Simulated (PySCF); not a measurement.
Members of one family of related compounds. Level of theory: PySCF 2.14.0, density-fitted response routines, TDDFT CAM-B3LYP/def2-SVPD, vertical, gas phase, core orbitals frozen in the response. Geometries: PBE0-D3(BJ)/def2-SVP; one conformer of each isolated species. Triplets are in the Tamm–Dancoff approximation.

Problem. Rank by computed S1–T1 gap, highest first.
A. `C=CC(F)F` (C3H4F2)
B. `C=CC(Cl)(Cl)Cl` (C3H3Cl3)
C. `BC=C` (C2H5B)
D. `FC(=C(F)F)C=C` (C4H3F3)
E. `C=CN(C)C` (C4H9N)
F. `C=CCOC` (C4H8O)
G. `C=CC1CCC1` (C6H10)

Solution. A (3.21 eV), G (2.89 eV), D (2.71 eV), F (2.59 eV), B (2.23 eV), C (1.84 eV), E (1.43 eV).

| SMILES | S1−T1 (eV) | S1 (eV) | T1 (eV) | S1 mainly | T1 mainly | f(S1) |
| --- | --- | --- | --- | --- | --- | --- |
| C=CC(F)F | 3.21 | 7.58 | 4.37 | H→L (90%) | H→L (92%) | 0.366 |
| C=CC1CCC1 | 2.89 | 7.20 | 4.31 | H→L (95%) | H→L (84%) | 0.532 |
| C=CC(F)=C(F)F | 2.71 | 5.83 | 3.12 | H→L (98%) | H→L (93%) | 0.654 |
| C=CCOC | 2.59 | 6.95 | 4.36 | H→L (83%) | H→L (47%) | 0.086 |
| C=CC(Cl)(Cl)Cl | 2.23 | 6.47 | 4.24 | H-1→L+1 (41%) | H→L (77%) | 0.002 |
| BC=C | 1.84 | 5.40 | 3.56 | H-1→L (95%) | H→L (92%) | 0.000 |
| C=CN(C)C | 1.43 | 5.38 | 3.95 | H→L (92%) | H→L+2 (70%) | 0.053 |

H and L stand for HOMO and LUMO. For `C=CC(Cl)(Cl)Cl`, `BC=C` and `C=CN(C)C` the leading configurations of S1 and T1 differ. Singlets come from full response and triplets from the Tamm–Dancoff approximation.
